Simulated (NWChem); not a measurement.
Program: NWChem. System: CH₂Cl, charge -1, spin multiplicity 1, at the geometry of a parent with another charge or spin, in a state set for the comparison that need not be this species' ground state.

Job file:

```
start mol
memory heap 100 mb stack 700 mb global 1900 mb
charge -1
geometry units angstroms nocenter noautoz
  C      0.000000     0.000000     1.118342
  Cl     0.000000     0.000000    -0.587217
  H      0.967986     0.000000     1.636316
  H     -0.967986     0.000000     1.636316
  symmetry group C2v
end
basis spherical
  * library def2-tzvpd
end
scf
  rhf
  nopen 0
  maxiter 100
  thresh 1e-7
  semidirect memsize 60000000 filesize 0
end
tce
  freeze core 6
  ccsd(t)
  2eorb
  2emet 13
  thresh 1e-6
  maxiter 100
  tilesize 24
end
task tce energy
```

The output up to the point where the run's verdict is printed (cleaned and shortened):

```
             Northwest Computational Chemistry Package (NWChem) 7.3.0
             --------------------------------------------------------

                                NWChem Input Module
                                -------------------

 Scaling coordinates for geometry "geometry" by  1.889725989
 (inverse scale =  0.529177249)

 Turning off AUTOSYM since
 SYMMETRY directive was detected!

                             Geometry "geometry" -> ""
                             -------------------------

 Output coordinates in angstroms (scale by  1.889725989 to convert to a.u.)

  No.       Tag          Charge          X              Y              Z
 ---- ---------------- ---------- -------------- -------------- --------------
    1 C                    6.0000     0.00000000     0.00000000     1.11834200
    2 Cl                  17.0000     0.00000000     0.00000000    -0.58721700
    3 H                    1.0000     0.96798600     0.00000000     1.63631600
    4 H                    1.0000    -0.96798600     0.00000000     1.63631600

 Effective nuclear repulsion energy (a.u.)      45.1236850837

            Nuclear Dipole moment (a.u.)
            ----------------------------
        X                 Y               Z
 ---------------- ---------------- ----------------
     0.0000000000     0.0000000000    -0.0000094486

      Symmetry information
      --------------------

 Group name             C2v
 Group number             16
 Group order               4
 No. of unique centers     3

      Symmetry unique atoms

     1    2    3


 Summary of "ao basis" -> "" (spherical)
 ------------------------------------------------------------------------------
       Tag                 Description            Shells   Functions and Types
 ---------------- ------------------------------  ------  ---------------------
 *                         def2-tzvpd                 on all atoms

 Summary of "ao basis" -> "ao basis" (spherical)
 ------------------------------------------------------------------------------
       Tag                 Description            Shells   Functions and Types
[...]
   43   0.0033294499368  -0.4022869467257     0.4     0.4
   44   0.0035676110448  -0.4023235614453     0.4     0.4
   45   0.0037005857383  -0.4023203401982     0.4     0.4
   46   0.0029767947754  -0.4022705424914     0.3     0.3
   47   0.0030929683325  -0.4023748415088     0.4     0.4
   48   0.0029187525738  -0.4023718662993     0.3     0.3
   49   0.0030430615606  -0.4024342454487     0.3     0.3
   50   0.0031115051526  -0.4024708366759     0.3     0.3
   51   0.0027986111821  -0.4023233121780     0.3     0.3
   52   0.0027118619644  -0.4024555556966     0.3     0.3
   53   0.0027774591707  -0.4024483838757     0.4     0.4
   54   0.0029170313119  -0.4024889652361     0.4     0.4
   55   0.0031071057565  -0.4025023935083     0.4     0.4
   56   0.0022655635463  -0.4024128829253     0.3     0.3
   57   0.0020708222378  -0.4024117371670     0.5     0.5
   58   0.0020203248048  -0.4024378165739     0.4     0.4
   59   0.0019803560343  -0.4024458095532     0.4     0.4
   60   0.0020060819027  -0.4024627349172     0.4     0.4
   61   0.0018374588776  -0.4024487294037     0.4     0.4
   62   0.0018914563555  -0.4025222502157     0.4     0.4
   63   0.0018208373610  -0.4025159095962     0.4     0.4
   64   0.0019336838270  -0.4025348678949     0.4     0.4
   65   0.0020180406684  -0.4025395186009     0.4     0.4
   66   0.0015790011328  -0.4024866020077     0.4     0.4
   67   0.0016309647084  -0.4025361649744     0.4     0.4
   68   0.0015179128005  -0.4025350046130     0.4     0.4
   69   0.0015665228207  -0.4025636497474     0.4     0.4
   70   0.0015781098774  -0.4025802933143     0.4     0.4
   71   0.0014540878258  -0.4025249448970     0.4     0.4
   72   0.0014874792519  -0.4025889673785     0.4     0.4
   73   0.0014813993591  -0.4025887542808     0.4     0.4
   74   0.0015802034118  -0.4026130314647     0.4     0.4
   75   0.0016783351411  -0.4026258616977     0.4     0.4
   76   0.0012765510258  -0.4025419383914     0.4     0.4
   77   0.0012195360827  -0.4025571307011     0.3     0.3
   78   0.0012471290357  -0.4025522312732     0.4     0.4
   79   0.0012801026620  -0.4025578976653     0.4     0.4
   80   0.0013626324704  -0.4025549637392     0.3     0.3
   81   0.0010262336114  -0.4026290477074     0.4     0.4
   82   0.0011100377249  -0.4026250650700     0.4     0.4
   83   0.0010983451395  -0.4026542744355     0.4     0.4
   84   0.0011990634315  -0.4026650791968     0.4     0.4
   85   0.0013234990006  -0.4026917548477     0.4     0.4
   86   0.0008891322289  -0.4026052755079     0.4     0.4
   87   0.0010091033535  -0.4025837810084     0.4     0.4
   88   0.0009757834285  -0.4025989343592     0.4     0.4
   89   0.0010807296236  -0.4025888158355     0.4     0.4
   90   0.0011743518766  -0.4025871739015     0.4     0.4
   91   0.0008035347718  -0.4026418686268     0.4     0.4
   92   0.0008568574853  -0.4026396732600     0.4     0.4
   93   0.0008538199084  -0.4026611652738     0.4     0.4
   94   0.0009188798349  -0.4026704179839     0.4     0.4
   95   0.0010052881663  -0.4026899603731     0.4     0.4
   96   0.0007094192374  -0.4026325312914     0.4     0.4
   97   0.0007775815004  -0.4026171160568     0.4     0.4
   98   0.0007730636803  -0.4026271341061     0.4     0.4
   99   0.0008519997645  -0.4026199736464     0.5     0.5
  100   0.0009339221551  -0.4026180506213     0.5     0.5
  0 ga offset                   0 size_xx_perproc                 209mx    1
 WRITE TENSOR
  filename: ./mol.t1amp.000000
  unit nr:       79
  file size:            209
  rec_mem (KB):     2048
  rec_size:         262144
  number of tasks:            1
  0 ga offset                   0 size_xx_perproc              156178mx    1
 WRITE TENSOR
  filename: ./mol.t2amp.000000
  unit nr:       80
  file size:         156178
  rec_mem (KB):     2048
  rec_size:         262144
  number of tasks:            1
 ------------------------------------------------------------------------
```

The run did not converge; its last values are not results. The next line reads: ccsd_energy_loc: maxiter exceeded 101. NWChem stopped with the message: ccsd_energy_loc: maxiter exceeded 101.
